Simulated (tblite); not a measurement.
Species: C6H7O2 (doublet state).
SMILES with atom numbers: `[O:1]=[C:2]1[O:3][CH2:4][C:5]1[CH:6]1[CH2:7][CH2:8]1` (hydrogens: H9, H10 on C4; H11 on C6; H12, H13 on C7; H14, H15 on C8)

Geometry (GFN2-xTB, Å), atoms numbered from 1 in this order:
```xyz
15
C6H7O2 angstrom
O     -0.856    1.003   -2.168
C     -1.256    0.560   -1.126
O     -2.568    0.427   -0.679
C     -2.118   -0.141    0.562
C     -0.709   -0.003    0.084
C      0.591   -0.296    0.598
C      1.754    0.622    0.223
C      1.688   -0.728   -0.374
H     -2.406    0.478    1.417
H     -2.491   -1.159    0.700
H      0.607   -0.738    1.587
H      1.514    1.464   -0.406
H      2.477    0.824    0.999
H      2.362   -1.495   -0.025
H      1.406   -0.809   -1.412
```

Method: GFN2-xTB as coded in tblite; computed harmonic values from a numerical Hessian at the method's own geometry, unscaled. This tight-binding method is rough: wavenumbers can miss measured ones by several per cent, in bad cases by 10 to 20. One conformer, not necessarily the lowest. Open shells enter through the occupations alone, without spin polarisation, and single modes of such species can be off by tens of per cent.

Harmonic wavenumbers (cm⁻¹): 62.3, 108.7, 125.4, 227.3, 354.9, 371.0, 493.7, 627.4, 689.3, 788.7, 808.2, 828.7, 858.8, 938.3, 961.0, 982.4, 1018.3, 1045.3, 1058.4, 1059.0, 1061.6, 1070.9, 1151.1, 1156.0, 1208.5, 1245.8, 1309.4, 1409.6, 1435.6, 1458.0, 1487.6, 1796.1, 2925.8, 2950.3, 3042.0, 3091.3, 3091.8, 3112.6, 3128.3.

A = 4006, B = 1635, C = 1286 MHz; mass 111.045 u (most abundant isotopes); point group Cs, symmetry number 1; spin multiplicity 2.

Question: Zero-point energy?

Answer: ½Σν̃ = 25270 cm⁻¹ = 72.25 kcal/mol.

Question: Give the ideal-gas entropy at 350 K and 1 bar in the rigid-rotor, harmonic-oscillator model (classical rotation).

Answer: Translation 40.85, rotation 28.51, vibration 21.73, spin (R ln 2) 1.38: S = 92.5 cal/(mol K).

Question: And Cp and H(350 K) − H(0)?

Answer: Cp = 33.40 cal/(mol K), of which vibrations give 25.45 (their classical limit is 39 R = 77.5); H(350 K) − H(0) = 6.89 kcal/mol without the zero-point energy, 4.11 from vibrations.

Question: How do the functions run with temperature in this model?

Answer: 
```json
{"T (K)": "150", "S (cal/(mol K))": "72.3", "Cp (cal/(mol K))": "17.4", "H − H(0) (kcal/mol)": "1.91", "G − H(0) (kcal/mol)": "-8.94", "ln q(vib)": "1.79"}
{"T (K)": "250", "S (cal/(mol K))": "82.8", "Cp (cal/(mol K))": "24.6", "H − H(0) (kcal/mol)": "3.99", "G − H(0) (kcal/mol)": "-16.71", "ln q(vib)": "3.39"}
{"T (K)": "298.15", "S (cal/(mol K))": "87.5", "Cp (cal/(mol K))": "28.8", "H − H(0) (kcal/mol)": "5.27", "G − H(0) (kcal/mol)": "-20.81", "ln q(vib)": "4.17"}
{"T (K)": "400", "S (cal/(mol K))": "97.2", "Cp (cal/(mol K))": "37.6", "H − H(0) (kcal/mol)": "8.66", "G − H(0) (kcal/mol)": "-30.22", "ln q(vib)": "5.88"}
{"T (K)": "600", "S (cal/(mol K))": "115.1", "Cp (cal/(mol K))": "50.8", "H − H(0) (kcal/mol)": "17.59", "G − H(0) (kcal/mol)": "-51.49", "ln q(vib)": "9.43"}
{"T (K)": "900", "S (cal/(mol K))": "138.2", "Cp (cal/(mol K))": "62.6", "H − H(0) (kcal/mol)": "34.78", "G − H(0) (kcal/mol)": "-89.60", "ln q(vib)": "14.72"}
```

q(vib) and H(0) count from the zero-point level.

Question: What must be added to the electronic energy to get the Gibbs energy at 350 K and 1 bar?

Answer: ZPE + [H(350 K) − H(0)] − T·S = 72.25 + 6.89 − 32.37 = 46.77 kcal/mol.

Hindered rotation and anharmonicity are outside this model. Other conformers, if any are populated, would add a mixing term that is left out.

The run took 0.9 s wall on one thread, AMD EPYC (x86_64), no GPU, shared host with 64 logical CPUs at a one-minute load of 58. The figure is for the frequency step alone.
